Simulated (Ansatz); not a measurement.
`B[Se][CH2][AlH][SH]`, relaxed with RKS PBE0-D4/def2-TZVP in Ansatz 0.2.0 from a PBE-D4/def2-SVP geometry. The force threshold is 0.005 eV/Å; the program also tests the step.

The species carries charge 0 and has multiplicity 1.

Start:

```xyz
11

B     1.381   -1.562    0.059
Se    0.249   -1.072   -1.385
C    -0.025    0.862   -1.074
Al   -0.968    1.317    0.608
S    -1.891   -0.261    1.820
H     1.713   -2.727    0.101
H     1.749   -0.734    0.868
H     0.967    1.358   -1.122
H    -0.597    1.234   -1.951
H    -1.130    2.823    1.106
H    -1.449   -1.238    0.970
```

| step | energy (eV) | largest force (eV/Å) | largest move (Å) |
| --- | --- | --- | --- |
| 1 | -84578.7904 | 0.464 | 0.000 |
| 2 | -84578.8252 | 0.164 | 0.038 |
| 3 | -84578.8284 | 0.105 | 0.025 |
| 4 | -84578.8297 | 0.076 | 0.016 |
| 5 | -84578.8313 | 0.038 | 0.034 |
| 6 | -84578.8323 | 0.053 | 0.051 |
| 7 | -84578.8344 | 0.190 | 0.139 |
| 8 | -84578.8369 | 0.190 | 0.068 |
| 9 | -84578.8440 | 0.234 | 0.195 |
| 10 | -84578.8502 | 0.288 | 0.195 |
| 11 | -84578.8610 | 0.397 | 0.181 |
| 12 | -84578.8771 | 0.352 | 0.196 |
| 13 | -84578.9160 | 0.305 | 0.200 |
| 14 | -84578.9497 | 0.311 | 0.194 |
| 15 | -84578.9573 | 0.358 | 0.197 |
| 16 | -84578.9658 | 0.317 | 0.099 |
| 17 | -84578.9664 | 0.267 | 0.024 |
| 18 | -84578.9695 | 0.105 | 0.015 |
| 19 (rejected) | -84578.9686 | 0.081 | 0.050 |
| 20 | -84578.9704 | 0.024 | 0.021 |
| 21 | -84578.9706 | 0.042 | 0.023 |
| 22 | -84578.9712 | 0.036 | 0.019 |
| 23 | -84578.9717 | 0.035 | 0.032 |
| 24 | -84578.9720 | 0.031 | 0.033 |
| 25 | -84578.9720 | 0.026 | 0.010 |
| 26 | -84578.9721 | 0.015 | 0.009 |
| 27 | -84578.9721 | 0.006 | 0.004 |
| 28 | -84578.9721 | 0.004 | 0.002 |

End:

```xyz
11

B     1.385   -1.208    0.257
Se    0.793   -0.920   -1.501
C    -0.162    0.775   -1.249
Al   -0.417    0.891    0.699
S    -2.081   -0.254    1.563
H     2.027   -2.164    0.550
H     1.150   -0.396    1.130
H     0.445    1.562   -1.700
H    -1.092    0.695   -1.815
H     0.241    1.994    1.620
H    -2.287   -0.974    0.446
```

Run time 2.8 min (4 threads of an Arm Neoverse V1 on a shared host); peak host memory 0.76 GiB.
